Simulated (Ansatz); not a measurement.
Relaxing a trial structure of Cl2FHNOSi

The starting geometry of this gas-phase doublet was optimised with GFN2-xTB; its bonds are those of `O[N][Si](F)(Cl)Cl`.

```xyz
7

Cl    0.3313    1.9250    0.4326
Cl   -0.4732   -1.3484    0.6605
F     0.3258    0.3277    2.8833
N    -2.1059    0.8902    1.9534
O    -2.7438    1.9661    1.5410
Si   -0.5119    0.4444    1.5209
H    -2.1831    2.5658    0.9968
```

**Question.** Predict what becomes of its bonds when it is optimised with PBE0-D3(BJ)/def2-SVP.

**Answer.** It keeps its bonds, and is `O[N][Si](F)(Cl)Cl`.

The energy falls by 0.10 eV over 10 steps:

| step | E − E(last) (eV) |
| --- | --- |
| 1 | 0.100 |
| 2 | 0.029 |
| 3 | 0.010 |
| 4 | 0.002 |
| 5 | 0.000 |
| 6 | 0.000 |
| 7 | 0.000 |
| 8 | 0.000 |
| 9 | 0.000 |
| 10 | 0.000 |

Final geometry (Å):

```yaml
atoms:
  - { symbol: Cl, position_ang: [0.2142, 1.9666, 0.4059] }
  - { symbol: Cl, position_ang: [-0.4572, -1.3312, 0.6175] }
  - { symbol: F, position_ang: [0.3415, 0.3424, 2.9039] }
  - { symbol: N, position_ang: [-2.1955, 0.8638, 1.9806] }
  - { symbol: O, position_ang: [-2.6904, 1.9980, 1.5222] }
  - { symbol: Si, position_ang: [-0.5479, 0.4499, 1.5750] }
  - { symbol: H, position_ang: [-2.0256, 2.4814, 0.9834] }
```

No frequencies were run, so the end isn't proven a minimum. Open shells are spin-unrestricted. Run with Ansatz 0.2.0, 37 s on 2 threads of Intel(R) Xeon(R) 6975P-C (Granite Rapids) (shared host).
